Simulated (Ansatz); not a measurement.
A run on ClFH$_{5}$NSi$_{2}$ (`F[SiH](Cl)N[SiH3]`) with other settings.

```yaml
crystal:
  periodic: [false, false, false]
  atoms:
    - {symbol: F, position_ang: [-1.140760, 0.161701, 2.131382]}
    - {symbol: Si, position_ang: [0.327725, -0.186319, 1.446338]}
    - {symbol: Cl, position_ang: [1.139811, 1.494635, 2.549606]}
    - {symbol: N, position_ang: [0.005101, 0.615402, -0.456575]}
    - {symbol: Si, position_ang: [-0.433712, -0.688615, -1.579246]}
    - {symbol: H, position_ang: [1.009594, -1.368160, 1.643714]}
    - {symbol: H, position_ang: [-0.107263, 1.822818, -0.292237]}
    - {symbol: H, position_ang: [-1.186201, -0.223115, -2.056340]}
    - {symbol: H, position_ang: [1.055563, -0.458498, -2.463039]}
    - {symbol: H, position_ang: [-0.116439, -1.922021, -1.026872]}
basis:
  gaussian: {orbitals: def2-SVP, final_grid: {core_spheres: 5, valence_spheres: 4, degree: 11}}
magnetization: {spin_polarized: true, initial_magnetization: 0}
hamiltonian: {xc: {name: HSE06}, dispersion: d4}
```

```sh
$ ansatz run in.yaml --threads 4 --pin off --events-out ev --progress --plain --max-ram 10444MiB
```

Shortened log:

```
Functional definition: HSE06
1018 factors; integrals over basis functions are off by at most 1.2e-3 eV
103 factors; integrals over basis functions are off by at most 5.5e-7 eV
mean field evaluation 1: about -32526.1380 eV, gradient 4.1e1 eV
mean field evaluation 2: about -32475.8282 eV, gradient 9.2e1 eV
mean field evaluation 4: about -32533.1330 eV, gradient 8.0e0 eV
mean field evaluation 8: about -32533.3902 eV, gradient 4.4e-1 eV
mean field evaluation 16: about -32533.3911 eV, gradient 1.3e-4 eV
mean field -32533.39112199 eV, -1195.5800718087 hartree, gradient 2.2e-5 eV, S^2 0.000000; 0 other end points of the search recorded, 0 dependent functions left out
reference -32533.39113823 eV, -1195.5800724054 hartree; 33, 33 occupied and 74, 74 virtual orbitals, 1018 factors
Total energy: -32533.60498779 eV, -1195.5879312318 hartree
```

Hardware: 4 threads of an Arm Neoverse V1 on a shared host. Wall time 1.2 s, peak host memory 0.46 GiB.
